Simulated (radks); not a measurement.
Values are calculated unless marked as measured or tabulated.
All-electron atom: Br19+ in [Ne] 3s2 3p4. Code: a radial shooting solver on a logarithmic mesh with Libxc functionals. Model: scalar-relativistic Kohn-Sham, SCAN, spin-polarised, spherical densities, finite nucleus; open shells are filled with parallel spins first; meta-GGA in the generalised Kohn-Sham scheme; Fermi nuclear charge, rms radius 4.1629 fm.

Radial electron density D(r) = 4 pi r^2 rho(r):

r (bohr)  D(r) (e/bohr)  spin D(r)
0.003914          5.056   0.000608
0.004378          6.077   0.000792
0.004858          7.185    0.00102
0.005434          8.571    0.00135
0.006078          10.17    0.00181
0.006798          12.01    0.00246
0.007604          14.10    0.00336
0.008505          16.44    0.00465
0.009513          19.03    0.00648
0.01056           21.64    0.00889
0.01181           24.63     0.0125
0.01321           27.75     0.0178
0.01477           30.92     0.0253
0.01652           34.02     0.0359
0.01848           36.93     0.0510
0.02067           39.48     0.0721
0.02293           41.40     0.0991
0.02565           42.85      0.138
0.02869           43.54      0.192
0.03209           43.43      0.263
0.0359            42.56      0.355
0.04015           41.07      0.473
0.04491           39.24      0.619
0.04983           37.57      0.780
0.05574           36.19      0.980
0.06234           35.67       1.20
0.06973           36.32       1.41
0.07799           38.24       1.61
0.08724           41.24       1.75
0.09758           44.81       1.81
0.1083            47.92       1.75
0.1211            50.14       1.54
0.1355            50.35       1.20
0.1515            48.01      0.763
0.1695            43.14      0.329
0.1895            36.42     0.0262
0.212             29.03    0.00304
0.2352            22.83      0.343
0.2631            17.99       1.12
0.2943            15.59       2.24
0.3292            15.34       3.51
0.3682            16.22       4.61
0.4118            16.89       5.24
0.4606            16.33       5.22
0.5111            14.41       4.64
0.5717            11.21       3.62
0.6395            7.635       2.46
0.7153            4.506       1.45
0.8               2.275      0.733
0.8948           0.9700      0.313
1.001            0.3435      0.111
1.111            0.1093     0.0354
1.242           0.02567    0.00833
1.389          0.004717    0.00154
1.554         0.0006603   0.000216

D(r) has 3 maxima, at r = 0.0299, 0.129, 0.418 bohr, and minima at 0.0623, 0.316 bohr, inside which lie 2.08, 10.48 electrons.
